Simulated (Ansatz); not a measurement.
Cartesian coordinates (Å):
SMILES: C[Si](C)(C)CC
```xyz
20

C      2.3624    -0.4101     0.1944
C      1.3098     0.2635    -0.6963
Si    -0.4780     0.1093    -0.0826
C     -0.6352     0.9021     1.6258
C     -1.6243     0.9919    -1.2968
C     -0.9580    -1.7152     0.0282
H      2.3615     0.0131     1.2125
H      3.3826    -0.2911    -0.2066
H      2.1759    -1.4921     0.2937
H      1.5391     1.3393    -0.8067
H      1.3548    -0.1548    -1.7187
H      0.0057     0.3948     2.3653
H     -0.3421     1.9648     1.5994
H     -1.6736     0.8494     1.9927
H     -2.6759     0.9238    -0.9727
H     -1.5543     0.5491    -2.3042
H     -1.3678     2.0609    -1.3814
H     -0.3212    -2.2558     0.7474
H     -2.0041    -1.8301     0.3571
H     -0.8574    -2.2129    -0.9506
```
Charge 0, spin multiplicity 1.

All values below come from Ansatz (a first-principles code) with frozen-core CCSD(T)/cc-pVDZ // B3LYP-D3(BJ)/def2-SVP.

| Quantity | Result |
|---|---|
| HF energy | -486.46810 Ha |
| MP2 correlation energy | -0.83739 Ha |

**Question.** Estimate the CCSD correlation energy, the (T) correction, the total energy and the T1 diagnostic.

**Answer.** 
```json
{
  "CCSD correlation energy": "-0.92866 Ha",
  "(T) correction": "-0.02677 Ha",
  "CCSD(T) total energy": "-487.42353 Ha",
  "T1 diagnostic": "0.008"
}
```
